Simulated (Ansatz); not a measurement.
```xyz
3

N    -0.0496   -0.0014   -0.3088
O     0.0135    1.0454    0.1458
O    -0.0122   -1.0447    0.1424
```

Basis set: 6-31G (spherical functions). Frozen core: 3 orbitals. Charge 0, multiplicity 2.

Computed with Ansatz (development build ahead of 0.2.0); each method stands on the lowest determinant of its kind that the runs found.

The atomization energy at this shape (free ground-state atoms in the same class of orbitals less the molecule, no zero-point energy) of doublet NO₂:

```
method  atomization energy
   UHF     -31.40 kcal/mol
```

(1) What does UHF-MP2 give?

Results:

(1) 121.79 kcal/mol. Caution for UHF: the molecule lies well above its atoms at this level.

This basis has no polarisation functions and is too small for such energies, which can lie far from measured ones in either direction.
